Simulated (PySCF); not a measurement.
Compound: C₃H₄NO₂S (charge -1).
Cartesian coordinates in Å at the PBE0-D3(BJ)/def2-SVP level; atoms count from 1:
```
atom  x, y, z in Å
C1    -1.4491   -0.3541   -0.2766
S2    -0.1518    0.8477    0.1261
O3    -0.4913    2.0297   -0.6889
O4    -0.2324    0.9370    1.5944
C5     1.3309    0.2353   -0.3977
C6     1.9658   -0.8061    0.2738
N7     2.5089   -1.6867    0.8277
H8    -1.2128   -1.3033    0.2233
H9    -1.4857   -0.4858   -1.3660
H10   -2.3970    0.0560    0.1004
H11    1.6196    0.5361   -1.4046
```

Jobs on this species (11 atoms, 62 electrons) with PySCF (density fitting). Hardware of each: an x86-64 server with one thread, shared host. The host was shared with other jobs, so the times are rough.

Question: Rank these jobs by wall time, shortest first.
A. PBE0/pcSseg-1; shieldings, charges and field gradients; 146 basis functions
B. WP04/pcSseg-2; shieldings; 315 basis functions
C. PBE0-D3(BJ)/def2-SVP, grid level 1; geometry optimisation from a GFN2-xTB start; 122 basis functions

Answer: A (20 s), C (41 s), B (74 s).

All jobs:

```tsv
level and settings	work	basis functions	SCF cycles	wall time
PBE0/pcSseg-1	shieldings, charges and field gradients	146	15	20 s
PBE0-D3(BJ)/def2-SVP, grid level 1	geometry optimisation from a GFN2-xTB start	122	42	41 s
B3LYP/def2-SVPD	10 singlets by full TDDFT, 4 Tamm–Dancoff triplets, polarisability, ΔSCF ions	185	15	61 s
WP04/pcSseg-2	shieldings	315	17	74 s
```

Question: What do all jobs in the table cost together?

Answer: About 3.3 min; the longest takes about 38 % of that, and about 3.7 times as long as the shortest.
